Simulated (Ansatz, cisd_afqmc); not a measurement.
Species: HSeO, charge 0, doublet. HSeO (SMILES [Se]O, doublet).
B3LYP-D3(BJ)/def2-TZVP minimum from Ansatz (a first-principles code):
```xyz
3

Se     0.3197    -0.0282     0.2082
O     -1.2156     0.0268    -0.7149
H     -1.1463     0.7428    -1.3610
```
Charge 0, spin multiplicity 2.

Total energies in cc-pVDZ, 13 correlated electrons, 15 frozen orbitals. UHF or UKS for unpaired electrons; spin-orbit terms are left out. Cores are frozen in correlated methods (noble-gas shells, and filled d and f shells in the p block). No relativity. The Monte Carlo rows (phaseless AFQMC, CISD trial, step 0.005/hartree) carry one-sigma bars that omit the constraint's bias. Outlying blocks are dropped, and bars are widened where a walk drifts. Over all cases where full CI ran beside it in this data, AFQMC minus full CI had a median of +0.1 mEh and passed +0.4 mEh in a tenth of the cases.

| method | program | energy (Eh) | minus CCSDTQ (mEh) |
|---|---|---|---|
| HF | Ansatz | -2475.21991 | 314.31 |
| MP2 | Ansatz | -2475.50691 | 27.31 |
| CCSD | Ansatz | -2475.52496 | 9.26 |
| CCSD(T) | Ansatz | -2475.53266 | 1.56 |
| CCSDT(Q) | Ansatz | -2475.53437 | -0.15 |
| CCSDTQ | Ansatz | -2475.53422 | 0.00 |
| AFQMC/CISD | cisd_afqmc | -2475.5336 ± 0.0005 | 0.6 ± 0.5 |

Rough core times of Ansatz's runs on a shared machine: CCSD(T) under 20 s, CCSDT(Q) 20 s, CCSDTQ 20 min.
